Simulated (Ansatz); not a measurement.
Ansatz (a program for electronic structure) input (CCSD(T)/aug-cc-pVDZ):

Ansatz 0.2 input:
```yaml
crystal:
  periodic: [false, false, false]
  atoms:
    - {symbol: Ga, position_ang: [0.00000000, 0.00000000, 0.00000000]}
    - {symbol: F, position_ang: [-0.00000000, -0.00000000, -1.67033807]}
    - {symbol: F, position_ang: [0.00000000, 0.00000000, 1.67033807]}
basis:
  gaussian:
    orbitals: aug-cc-pVDZ
total_charge: 1
magnetization: {spin_polarized: false}
correlation: {method: ccsd_t, electrons: outside_noble_gas}
output: {forces: true}
```

Output:

```
Functional definition: HF
integrals: 0.07 GiB planned
828 factors; integrals over basis functions are off by at most 5.7e-4 eV
mean field: 0.28 GiB planned
mean field evaluation 1: about -57729.8591 eV, gradient 7.4e1 eV
mean field evaluation 2: about -57729.9684 eV, gradient 7.4e1 eV
mean field evaluation 4: about -57738.6052 eV, gradient 1.8e0 eV
mean field evaluation 8: about -57738.6595 eV, gradient 7.8e-2 eV
mean field evaluation 16: about -57738.4959 eV, gradient 1.8e0 eV
mean field -57738.65960457 eV, -2121.8566037988 hartree, gradient 3.0e-6 eV, S^2 0.000000; 0 other end points of the search recorded, 0 dependent functions left out
16 core orbitals not correlated, not the lowest: weight in the atoms' cores, before any rotation towards them, 0.839 or more for the frozen orbitals, at most 0.151 for the correlated occupied ones
reference -57738.65960457 eV, -2121.8566037988 hartree; 8, 8 occupied and 58, 58 virtual orbitals, 828 factors
densities: 0.24 GiB planned
second order -12.69549446 eV of doubles, -0.00000000 eV of singles
coupled cluster: 0.18 GiB planned
cycle   1  -12.23506411 eV  change    4.6e-1 eV  update   1.1e-1
cycle   2  -12.56398446 eV  change   -3.3e-1 eV  update   3.9e-2
cycle   3  -12.64707133 eV  change   -8.3e-2 eV  update   1.8e-2
cycle   4  -12.64268204 eV  change    4.4e-3 eV  update   4.1e-3
cycle   5  -12.63688814 eV  change    5.8e-3 eV  update   1.3e-3
cycle   6  -12.63735365 eV  change   -4.7e-4 eV  update   3.8e-4
cycle   7  -12.63744223 eV  change   -8.9e-5 eV  update   9.4e-5
cycle   8  -12.63735112 eV  change    9.1e-5 eV  update   2.7e-5
cycle   9  -12.63733863 eV  change    1.2e-5 eV  update   5.2e-6
perturbative correction -0.33074357 eV, -0.0121546020 hartree
the calculation of the forces begins
Total energy: -57751.62768677 eV, -2122.3331720295 hartree
Atom 0 at     0.000000     0.000000     0.000000 Å, force    -0.000000    -0.000000    -0.000000 eV/Å
Atom 1 at    -0.000000    -0.000000    -1.670338 Å, force     0.000000    -0.000000    -0.831006 eV/Å
Atom 2 at     0.000000     0.000000     1.670338 Å, force     0.000000     0.000000     0.831006 eV/Å
Dipole moment:    -0.000000    -0.000000     0.000000 e Å
```
